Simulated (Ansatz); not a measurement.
Ansatz (a first-principles code) input (B2PLYP/def2-TZVPD):

Ansatz 0.2 input:
```yaml
crystal:
  periodic: [false, false, false]
  atoms:
    - {symbol: B, position_ang: [0.50152530, 0.22339478, -0.79319142]}
    - {symbol: Cl, position_ang: [1.22958651, -0.52911509, 0.63476893]}
    - {symbol: O, position_ang: [-0.76405816, 0.55831860, -0.94449794]}
    - {symbol: C, position_ang: [-1.83209824, 0.39065020, 0.00705207]}
    - {symbol: H, position_ang: [-1.46788999, -0.07770143, 0.92003048]}
    - {symbol: H, position_ang: [-2.59630521, -0.22983723, -0.45670412]}
    - {symbol: H, position_ang: [-2.24134719, 1.37507118, 0.22523018]}
basis:
  gaussian:
    orbitals: def2-TZVPD
hamiltonian:
  xc: {name: B2PLYP}
magnetization: {spin_polarized: true, initial_magnetization: 1}
correlation: {electrons: outside_noble_gas}
```

End of the output:

```
integrals: 0.32 GiB planned
1218 factors; integrals over basis functions are off by at most 8.5e-4 eV
mean field: 1.42 GiB planned
mean field evaluation 1: about -16317.6126 eV, gradient 3.0e1 eV
mean field evaluation 2: about -16317.6813 eV, gradient 3.0e1 eV
mean field evaluation 4: about -16321.2730 eV, gradient 4.3e0 eV
mean field evaluation 8: about -16321.3700 eV, gradient 4.4e-1 eV
mean field evaluation 16: about -16321.3724 eV, gradient 1.2e-3 eV
mean field -16321.37241790 eV, -599.7993733342 hartree, gradient 2.8e-6 eV, S^2 0.753521; 0 other end points of the search recorded, 0 dependent functions left out
8 core orbitals not correlated
reference -16321.37258377 eV, -599.7993794298 hartree; 12, 11 occupied and 167, 168 virtual orbitals, 1218 factors
second order -21.92376648 eV of doubles, -0.00000000 eV of singles
Total energy: -16327.29200072 eV, -600.0169139905 hartree
```

It need not be the lowest isomer of its formula.
